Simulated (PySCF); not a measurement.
An unknown is described by computed data only.

Formula: BF2H5Si2.

- UV, strongest line: among the 10 lowest singlet transitions: S4 at 7.68 eV (162 nm, f = 0.236) [TDDFT CAM-B3LYP/def2-SVPD]
- Triplet: lowest triplet excitation (Tamm–Dancoff): 5.12 eV [TDA CAM-B3LYP/def2-SVPD]
- XPS: Si2p3/2 106.6, Si2p3/2 106.8, B1s 199.2, F1s 693.5 (×2), Si1s 1846.3, Si1s 1846.5 eV [ΔSCF SCAN, pcX-2 on the ionised atom, pcseg-1 elsewhere, spin-free X2C, 2p3/2 from a spin–orbit splitting computed afterwards within the 2p shell]
- 1H NMR: chemical shifts (computed TMS as zero) by class: 3.66 (3 H), 3.31 (2 H) ppm [GIAO PBE0/pcSseg-1]
- Rotational structure: rotational constants A, B, C: 4.726, 1.403, 1.330 GHz [PBE0-D3(BJ)/def2-SVP]
- Polarisability: 74.4 au [CAM-B3LYP/def2-SVPD]
- Valence photoelectron: vertical ionisation energy: 10.55 eV [ΔSCF CAM-B3LYP/def2-SVPD]
- Dipole: 1.21 D [CAM-B3LYP/def2-SVPD]
- UV, first state: lowest singlet excitation: 6.29 eV (197 nm, f = 0.150) [TDDFT CAM-B3LYP/def2-SVPD]
- NMR, other nuclei: isotropic shieldings of nuclei other than C and H, by class: 68 (1 B), 189 (2 F), 458 (1 Si), 475 (1 Si) ppm [GIAO PBE0/pcSseg-1]

Gas-phase values; electronic properties from PySCF, density fitting. Levels stand in brackets. The structure is a single PBE0-D3(BJ)/def2-SVP conformer in the gas phase; no vibrational or solvent corrections. NMR classes are plain means over equivalent atoms (diastereotopic ones count apart unless rotation or inversion swaps them), as if these changed places fast.

Problem. Propose a structure and show how it fits.

Solution. Numbering: `[F:1][B:2]([F:3])[SiH2:4][SiH3:5]`. Hydrogen classes from least to most shielded: 3 H on an SiH3 silicon, Si5 (3.66 ppm), 2 H on an SiH2 silicon, Si4 (3.31 ppm). The other shieldings belong to: 68 ppm, three-coordinate boron [B2]; 189 ppm, boron-bound fluorine [F1/F3]; 458 ppm, SiH3 silicon [Si5]; 475 ppm, SiH2 silicon [Si4]. The core levels belong to: Si2p3/2 106.6 eV, SiH2 silicon [Si4]; Si2p3/2 106.8 eV, SiH3 silicon [Si5]; B1s 199.2 eV, three-coordinate boron [B2]; F1s 693.5 eV, boron-bound fluorine [F1/F3]; Si1s 1846.3 eV, SiH2 silicon [Si4]; Si1s 1846.5 eV, SiH3 silicon [Si5]. One atom of each topological class was ionised and stands for its class. The hole state at 199.2 eV has ⟨S²⟩ = 0.83 against 0.75, so that value is less sure. The first electron is taken from the HOMO, whose largest Löwdin shares are 0.34 on the SiH2 silicon, 0.32 on the SiH3 silicon, 0.10 on the three-coordinate boron and 0.06 on an Si–H hydrogen. The optimised geometry has point group C1 and is an asymmetric top. Structure: `FB(F)[SiH2][SiH3]`. The assignments are read from this structure; whether some other isomer fits the data as well wasn't checked.

Conformer computed: `[F:1][B:2]([F:3])[SiH2:4][SiH3:5]`: F1–B2–Si4–Si5 103°.
